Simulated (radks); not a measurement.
Results of a calculation; reference values are marked as such.
Q: The mean radii <r> (bohr) of the occupied orbitals of an atom or ion are listed with their occupations. Level of theory: Dirac Kohn-Sham, PBEsol, spin-unpolarised, spherical densities, finite nucleus; Fermi nuclear charge, rms radius of each element as measured or else 0.836 A^(1/3) + 0.57 fm (a radial shooting solver on a logarithmic mesh with Libxc functionals).

orbital  occ.     <r>
1s1/2       2  0.1298
2s1/2       2  0.5723

Name the element and its charge. Open shells, if any, fill j = l - 1/2 first.

A: Z = 12, magnesium, charge +8: Mg8+ in [He] 2s2. The 1s radius gives Z: for a bare nucleus <r> = (2 gamma + 1)/(2Z) with gamma = sqrt(1 - (Z/c)^2), 0.1247 bohr for Z = 12, and screening makes it slightly larger (0.1298 here). The occupations add up to 4, and the charge is Z minus that.
